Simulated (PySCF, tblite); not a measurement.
Isomers of C5H2Cl2FO2 (doublet state), one GFN2-xTB conformer each. Single-point energies are computed at B3LYP/pcH-1 (PySCF, gas phase, no added dispersion term), electronic only. GFN2-xTB treats the open shell by occupation alone, and not every SCF solution was tested for stability.

Question: Rank them by B3LYP/pcH-1 energy, lowest first (kcal/mol).
A. `[O:1]=[C:2]1[O:3][C:4]([CH:5][Cl:6])=[C:7]([Cl:8])[C@H:9]1[F:10]` (doublet state) with O3–C4–C5–Cl6 180°
B. `[O:1]=[C:2]1[O:3][C:4]([CH2:5][Cl:6])=[C:7]([Cl:8])[C:9]1[F:10]` (doublet state) with O3–C4–C5–Cl6 96°

Answer: B (0.0), A (11.7).

GFN2-xTB itself gives, in the same order: 0.0, 6.8. Both levels put the same isomer lowest.

Question: What happens when harmonic zero-point energies from GFN2-xTB frequencies are added?

Answer: 
| SMILES | ZPE (kcal/mol) | electronic (kcal/mol) | with ZPE (kcal/mol) |
| --- | --- | --- | --- |
| O=C1OC(CCl)=C(Cl)[C]1F | 38.0 | 0.0 | 0.0 |
| O=C1OC([CH]Cl)=C(Cl)[C@H]1F | 37.6 | 11.7 | 11.3 |

The zero-point energies span 0.4 kcal/mol. The order is unchanged.
